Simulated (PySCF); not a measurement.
C7H12.
Atom-mapped SMILES: `[CH:1]#[C:2][C@@H:3]([CH3:4])[CH:5]([CH3:6])[CH3:7]` (hydrogens: H8 on C1; H9 on C3; H10, H11, H12 on C4; H13 on C5; H14, H15, H16 on C6; H17, H18, H19 on C7)

The geometry is computed with GFN2-xTB (gas phase).

(1) Give the optimised bond lengths and angles.

Results:

(1) 
| bond | length (bohr) | order |
| --- | --- | --- |
| C1≡C2 | 2.262 | triple |
| C2–C3 | 2.745 | single |
| C3–C4 | 2.895 | single |
| C3–C5 | 2.919 | single |
| C5–C6 | 2.886 | single |
| C5–C7 | 2.885 | single |
| C1–H8 | 1.983 | single |
| C3–H9 | 2.076 | single |
| C4–H10, C4–H11, C4–H12 | 2.056 | single |
| C5–H13 | 2.073 | single |
| C6–H14, C6–H15, C6–H16 | 2.056 | single |
| C7–H17, C7–H18, C7–H19 | 2.055 | single |

Bonds in one row agree within 0.02 bohr and their mean is given. Orders are formal, as drawn. A selection of angles:
| angle | degrees |
| --- | --- |
| C2–C1–H8 | 179.5 |
| C1–C2–C3 | 179.5 |
| C2–C3–C4 | 109.8 |
| C2–C3–C5 | 111.0 |
| C2–C3–H9 | 107.5 |
| C4–C3–C5 | 112.7 |
| C4–C3–H9 | 108.1 |
| C5–C3–H9 | 107.6 |
| C3–C4–H10 | 110.9 |
| C3–C4–H11 | 110.2 |
| H10–C4–H11 | 108.9 |
| H10–C4–H12 | 108.1 |
| C3–C5–C6 | 109.9 |
| C3–C5–C7 | 112.1 |
| C3–C5–H13 | 107.4 |
| C6–C5–C7 | 110.0 |
| C6–C5–H13 | 108.6 |
| C7–C5–H13 | 108.7 |
| C5–C6–H14 | 110.1 |
| C5–C6–H15 | 110.5 |
| H14–C6–H15 | 108.5 |
| C5–C7–H17 | 110.2 |
| C5–C7–H18 | 111.2 |
| H17–C7–H18 | 108.7 |
| H18–C7–H19 | 108.1 |

Dihedral angles: C2–C3–C5–C6 65° (synclinal).

Of the pairs four or more bonds apart, C2···H17 is among the closest relative to their van der Waals radii: 2.61 Å, 90 % of the sum of Bondi's values. The 6 C–C bonds span 1.197 Å (C1≡C2, drawn triple) to 1.544 Å (C3–C5, drawn single), a spread of 0.347 Å.

Point group: C1 (no symmetry element, even within 0.4 Å). Whether it is a minimum is left open (no frequencies). One conformer, not necessarily the lowest.
